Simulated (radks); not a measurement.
Task: Radial electron density D(r) = 4 pi r^2 rho(r) of an atom or ion with 41 electrons. Method: Dirac Kohn-Sham, PBE, spin-unpolarised, spherical densities, point nucleus; computed with a radial shooting solver on a logarithmic mesh with Libxc functionals.

```
   r/bohr * D(r) (the largest magnitude, 64.3, reaches the edge; | marks zero)
  0.00273 |   *
 0.003583 |      *
 0.004741 |         *
 0.006223 |              *
 0.008168 |                    *
  0.01081 |                            *
  0.01419 |                                    *
  0.01862 |                                          *
  0.02464 |                                             *
  0.03234 |                                           *
  0.04279 |                                       *
  0.05616 |                                      *
  0.07372 |                                             *
  0.09754 |                                                      *
    0.128 |                                                     *
    0.168 |                                         *
   0.2223 |                                  *
   0.2919 |                                        *
   0.3831 |                                        *
   0.5069 |                         *
   0.6653 |            *
   0.8733 |         *
    1.155 |         *
    1.517 |     *
    1.991 |  *
    2.634 |*
    3.457 *
    4.538 *
    6.004 *
```

What is the nuclear charge?

Result: Z = 42. The innermost maximum, from 1s, lies near gamma/Z bohr with gamma = sqrt(1 - (Z/c)^2) = 0.952, here 0.0227 bohr (found: 0.0248), and its height grows with Z. The density is that of the molybdenum ion Mo+ in [Kr] 4d5; the configuration itself is not fixed sharply by these data, and Z only to a few units. D(r) has 4 maxima, at r = 0.0248, 0.109, 0.342, 1.02 bohr, and minima at 0.0498, 0.219, 0.839 bohr, inside which lie 2.05, 11.07, 29.23 electrons.
